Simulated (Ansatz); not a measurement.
Correcting a cheap level on molecular compounds of Sn

The vertical ionisation energy (cation less neutral) in eV of 6 molecular compounds of Sn: x at MP2/def2-TZVPP, y at CCSD(T)/def2-TZVPP. Shapes, held fixed at every level: PBE0-D4/def2-TZVP. Flexible molecules stand in one conformer, not always the lowest. Programs: Ansatz 0.2.0.

| molecule | x (eV) | y (eV) |
| --- | --- | --- |
| CH4S2Sn (SMILES C[S][Sn][SH]) | 9.11 | 8.96 |
| Sn(SH)Cl | 9.71 | 9.51 |
| SnBrCl (SMILES [Cl][Sn][Br]) | 10.11 | 9.90 |
| Sn(OH)2 | 10.25 | ? |
| CH4O2Sn (SMILES C[O][Sn][OH]) | 10.45 | 10.07 |
| SnSi2H6O2 (SMILES [SiH3][O][Sn][O][SiH3]) | 10.59 | 10.44 |

Task: Fit y = c + s·x to the known rows and predict y for Sn(OH)2.

Result: 
1. Means of the 5 rows: x = 9.9940, y = 9.776.
2. Σ(Δx)² = 1.4387, Σ(Δx·Δy) = 1.3411, so the slope is 1.3411/1.4387 = 0.93216.
3. Intercept: 9.776 − (0.93216) × 9.9940 = 0.460. The largest residual of the fit is 0.13.
4. Sn(OH)2: 0.460 + 0.93216 × 10.25 = 10.01 eV.

CCSD(T)/def2-TZVPP gives 9.85 eV, so the prediction is off by +0.16 eV, more than the largest residual. Uncorrected, MP2/def2-TZVPP misses Sn(OH)2 by +0.40 eV, and the other rows by 0.22 on average. The line removes about 60 % of this miss. Left out in turn, the other rows are missed by 0.09 eV on average, so much of the error is systematic among these molecules. Cations run unrestricted. For atoms past krypton def2 sets carry core potentials with scalar relativity. Relativity is left out for Br. Outer-core shells of Br, Sn are correlated, in sets that cover them unevenly.
